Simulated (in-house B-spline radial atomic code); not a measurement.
Configurations of neutral fluorine, with energies counted from [He] 2s2 2p5. Method: non-relativistic BHandHLYP, spin-polarised, spherical fractional occupations, point nucleus. Calculated with a radial B-spline atomic code at the basis-set limit. Shells without spins written out take the highest spin.

Caution: exact exchange at fractional occupations of open shells leaves self-interaction of up to several eV.

Occupations are held fixed; configurations that lie above the ionisation limit could autoionise.

```csv
configuration,E - E(ref) (eV),highest orbital,its <r> (bohr)
"[He] 2s(0 up, 1 down) 2p6",17.697,2p up,1.133
"[He] 2s2 2p(2 up, 2 down) 3p(0 up, 1 down)",21.347,3p down,6.771
[He] 2s1 2p5 3p1,35.417,3p up,6.637
"[He] 2s(1 up, 0 down) 2p(3 up, 2 down) 3d(1 up, 0 down)",36.728,3d up,12.21
```

Order these further configurations by energy, lowest first.
A. [He] 2s1 2p5 3s1
B. [He] 2s2 2p4 3d1
C. [He] 2s2 2p(1 up, 3 down) 3s(0 up, 1 down)
D. [He] 2s2 2p4 3p1

C (12.843 eV), D (15.223 eV), B (16.52 eV), A (33.01 eV).
